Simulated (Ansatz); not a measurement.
Spectroscopic constants of Co₂, multiplicity 5 (lowest of 2S+1 = 1, 3, 5, 7 at PBE0/def2-TZVPP; our sources give no spin for the ground state, which may be another). No spin–orbit coupling. Co is treated without relativity.

The constants come from a fifth-degree fit in 1/R (seven points, main isotopes). Runs in def2 and cc sets follow the lowest solution found near the PBE0 minimum.

Run with Ansatz (Gaussian basis) for Hartree–Fock, density functionals and correlated methods. Each number belongs to the level named beside it.

| level | r_e (Å) | ω_e (cm⁻¹) | α_e (cm⁻¹) | B_e (cm⁻¹) |
|---|---|---|---|---|
| B97M-V/def2-TZVPP | 2.268 | 225 | 0.00058 | 0.111 |
| B3LYP/def2-TZVPP | 2.310 | 226 | 0.00050 | 0.107 |
| PBE0/def2-TZVPP | 2.317 | 228 | 0.00050 | 0.107 |
| BHLYP/def2-TZVPP | 2.401 | 216 | 0.00052 | 0.0992 |
| CAM-B3LYP/def2-TZVPP | 2.313 | 235 | 0.00047 | 0.107 |
| wB97X-V/def2-TZVPP | 2.330 | 233 | 0.00045 | 0.105 |
| wB97M-V/def2-TZVPP | 2.336 | 235 | 0.00046 | 0.105 |
| B2PLYP/def2-TZVPP | 2.315 | 235 | 0.00048 | 0.107 |

Correlated levels freeze the inner cores; with def2 sets outer-core shells near the valence are correlated too.

Ansatz is a quantum-chemistry and plane-wave program.
